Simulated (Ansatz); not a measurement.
Ideal-gas functions of `[CH3][Nb](=[NH])([F])[F]` at 298.15 K and 1 bar, from an Ansatz frequency run at PBE0-D4/def2-TZVP.

Molar mass 160.95 g/mol, point group Cs (symmetry number 1), electronic degeneracy 1, moments of inertia 162.143, 167.803, 190.242 u Å². Harmonic wavenumbers (cm⁻¹, unscaled): 115, 155, 160, 188, 230, 250, 486, 538, 544, 572, 652, 696, 707, 1038, 1191, 1411, 1418, 3025, 3117, 3132, 3651.

Use S(trans) = R[1.5 ln M + 2.5 ln T − 1.1517]; rotational temperatures θ = 24.2544 K / I; S(rot) = R[ln(√π/σ · √(T³/θAθBθC)) + 1.5]; for each mode x = 1.438777 ν̃/T, S = R[x/(eˣ − 1) − ln(1 − e⁻ˣ)] and H = RT x/(eˣ − 1); 1 cm⁻¹ = 0.0119627 kJ/mol; R = 8.31446 J/(mol·K).

Q: By hand: the entropy, in J/(mol·K).

A: Translation 172.2. Rotation: θ = 0.1496, 0.1445, 0.1275 K, giving 112.8. Vibration, mode by mode: 13.32, 10.92, 10.67, 9.40, 7.86, 7.24, 2.90, 2.38, 2.33, 2.09, 1.54, 1.30, 1.25, 0.34, 0.18, 0.07, 0.07, 0.00, 0.00, 0.00, 0.00, in all 73.9. Electronic 0.0. Sum 358.9 J/(mol·K).

Q: By hand: H − E and G − E in kJ/mol, counted from the electronic energy.

A: Zero-point energy ½ × 23276 × 0.0119627 = 139.2; thermal vibration 12.5; translation, rotation and pV give 4 RT = 9.9. H − E = 161.6 kJ/mol, and G − E = 161.6 − 298.15 × 358.9/1000 = 54.6 kJ/mol.

Vibration gives 21 % of the entropy, 13.3 J/(mol·K) of it from the mode under 150 cm⁻¹: soft modes count most, and the harmonic formula is weakest for them. The sum counts one conformer and one mirror image; others add a mixing term.
